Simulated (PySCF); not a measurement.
## EPR parameters of C9H9

C9H9 (doublet state).
Numbering: `[CH2:1]=[C:2]1[CH:3]=[CH:4][CH:5]=[C:6]1[C:7]=[CH:8][CH3:9]` (hydrogens: H10, H11 on C1; H12 on C3; H13 on C4; H14 on C5; H15 on C8; H16, H17, H18 on C9)

Theory: UKS B3LYP, pcH-1 on C H, non-relativistic, mean-field spin-orbit, GIAO in PySCF 2.14.0. Isolated species at its GFN2-xTB geometry, gas phase. Couplings are sensitive to structure, and on GFN2-xTB geometries they can be far from those on DFT ones. The SCF solution wasn't tested for stability. ⟨S²⟩ is 0.788 where a pure state has 0.75.

- g1, g2, g3: 2.00218, 2.00258, 2.00276
- g_iso: 2.00250
- Form of g: rhombic: the two nearest values differ by 30 % of g3 − g1
- ⟨S²⟩: 0.7878 (exact 0.7500)
- α and β electrons: 32, 31
- Total energy: -348.29036 Eh

Hyperfine couplings atom by atom, in MHz; T1 to T3 are the principal values of the dipolar part:

```csv
atom,isotope,a_iso,T1,T2,T3,Mulliken spin population
C1,13C,29.9,-28.3,-27.4,55.8,0.37
C2,13C,-28.7,-19.5,8.2,11.3,-0.16
C3,13C,42.7,-38.0,-37.3,75.3,0.49
C4,13C,-36.8,-25.9,11.9,14.0,-0.22
C5,13C,43.1,-37.8,-37.2,75.0,0.48
C6,13C,-23.1,-13.2,5.4,7.8,-0.11
C7,13C,20.0,-20.8,-15.6,36.5,0.23
C8,13C,-14.6,-3.9,0.9,3.1,-0.04
C9,13C,22.9,-1.7,-1.5,3.2,0.01
H10,1H,-22.1,-11.9,-1.3,13.2,-0.02
H11,1H,-23.2,-12.4,-1.0,13.5,-0.02
H12,1H,-30.9,-17.5,-0.7,18.2,-0.02
H13,1H,10.4,-3.5,-1.7,5.2,0.01
H14,1H,-31.3,-17.8,-0.6,18.3,-0.02
H15,1H,37.7,-1.4,-1.4,2.8,0.02
H16,1H,-1.3,-1.7,-0.5,2.2,0.00
H17,1H,-2.0,-1.1,-0.6,1.7,0.00
H18,1H,-2.0,-1.1,-0.7,1.8,0.00
```

The largest Mulliken spin populations are on C3 (+0.49), C5 (+0.48), C1 (+0.37) and C7 (+0.23). Four atoms exceed +0.15.

C7, the radical centre as drawn in `C=C1C=CC=C1[C]=CC`, holds a spin population of +0.23 out of 1.

Axes: g2 points within 3° of the C2–C3 bond and g3 points within 1° of the C5–H14 bond.

Under fast tumbling the dipolar parts average out, and these isotropic splittings remain (the largest six): 1 × 1H (H15, I = 1/2, 2 lines) with 1.34 mT, 1 × 1H (H14, I = 1/2, 2 lines) with 1.12 mT, 1 × 1H (H12, I = 1/2, 2 lines) with 1.10 mT, 1 × 1H (H11, I = 1/2, 2 lines) with 0.83 mT, 1 × 1H (H10, I = 1/2, 2 lines) with 0.79 mT and 1 × 1H (H13, I = 1/2, 2 lines) with 0.37 mT.

Nuclei that the bonding pattern makes equivalent are averaged, as if the motion that swaps them (rotation, inversion, ring flip) were fast.

The 13C coupling of C5 (43.1 MHz) shows only in satellite lines or after enrichment, since that isotope makes up about 1.07 % of natural carbon.

The spin density at the nucleus, in bohr⁻³, is negative for C4 (-0.0327), C2 (-0.0255) and C6 (-0.0206), for instance. A restricted open-shell determinant has no negative spin density anywhere; here it arises because α and β orbitals differ (spin polarisation).

The run took 1.8 min wall (grids of density and orbitals included) on one thread, Arm Neoverse V2 (aarch64), on a shared host, and the process peaked at 1.2 GiB of memory.
